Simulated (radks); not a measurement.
The numbers below are computed, except where a source is named.
Task: Coherent X-ray form factor from a spherical all-electron density. Code: a radial shooting solver on a logarithmic mesh with Libxc functionals. Model: Dirac Kohn-Sham, PBE, spin-unpolarised, spherical densities, point nucleus.

sin(theta)/lambda (1/angstrom),f0 (electrons)
0.05,69.996
0.1,67.437
0.15,64.172
0.2,60.747
0.25,57.339
0.3,53.994
0.4,47.681
0.5,42.141
0.6,37.429
0.8,29.977
1,24.511
1.25,19.889
1.5,17.011
2,13.475

The species is in the configuration that NIST lists as its ground one. Which atom or ion scatters so?

Result: The hafnium ion Hf+, [Xe] 4f14 5d1 6s2. Extrapolating in s^2 from the first two rows gives f0(0) = 70.8, near the electron count 71; among species with that count, the fall with angle is slower the higher Z, and the table is that of Z = 72; from so few rows the species is fixed only to a neighbour or two.
